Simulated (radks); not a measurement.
The numbers below are computed, except where a source is named.
Ionisation of the rhenium ion Re2+, [Xe] 4f14 5d5, to Re3+, [Xe] 4f14 5d4, under several functionals. Dirac Kohn-Sham, spin-unpolarised, spherical densities, point nucleus; open shells fill j = l - 1/2 first; a radial shooting solver on a logarithmic mesh with Libxc functionals. Known Delta-SCF values: SOGGA 26.333 eV; revPBE 26.328 eV. What does HCTH/407 give, and what is its highest occupied eigenvalue?

Answer. 26.702 eV by Delta-SCF; the 5d5/2 eigenvalue is -21.009 eV. NIST: 27 eV (theoretical).

Beside tabulated values, note that spin-unpolarised runs miss the spin-polarisation part of the exchange energy of open shells.
